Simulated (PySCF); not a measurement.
## Computed NMR parameters against published values

Bonds (- single, = double, # triple, : aromatic): C1-C2, C2-P3, P3-C4, C4-C5, P3-C6, C6-C7, P3-C8, C8-C9. C1 carries H10, H11, H12; C2 carries H13, H14; C4 carries H15, H16; C5 carries H17, H18, H19; C6 carries H20, H21; C7 carries H22, H23, H24; C8 carries H25, H26; C9 carries H27, H28, H29. Formal charges: P3 +1.

Total charge +1.

Measured values that the calculation should reproduce: δ ³¹P P3 40.1 ppm (measured; NMR Tables: representative 31P chemical shifts referenced to 85 % H3PO4 (instrument maker's almanac)).
δ ³¹P P3 41.0 ppm (measured; E. Pretsch, P. Bühlmann, M. Badertscher, Structure Determination of Organic Compounds, 4th ed., Springer 2009).

Method: PBE0-D3(BJ)/def2-SVP structure, σ from GIAO-KT2/pcSseg-1, in PySCF 2.14 (averaged over atoms made equivalent by symmetry, fast rotation or ring inversion, in vacuum, one conformer, non-relativistic Hamiltonian).

**Question.** What does the calculation give, and how does it compare?

**Answer.** 
Reference values: measured (NMR Tables: representative 31P chemical shifts referenced to 85 % H3PO4 (instrument maker's almanac)).
```json
{"atoms": "P3", "quantity": "δ ³¹P vs 85 % H3PO4", "reference": "40.1", "computed": "15.1"}
```

Reference values: measured (E. Pretsch, P. Bühlmann, M. Badertscher, Structure Determination of Organic Compounds, 4th ed., Springer 2009).
```json
{"atoms": "P3", "quantity": "δ ³¹P vs 85 % H3PO4", "reference": "41.0", "computed": "15.1"}
```

Computed shifts are σ(ref) − σ with the named reference compound (TMS for H and C) calculated as an isolated molecule at the same level.

**Question.** How far are the unscaled ³¹P shifts from the references?

**Answer.** Mean signed difference -25.45 ppm, mean absolute 25.45 ppm over 2 comparisons; the largest is -25.9 ppm at P3 (phosphorus bonded to 4 C).
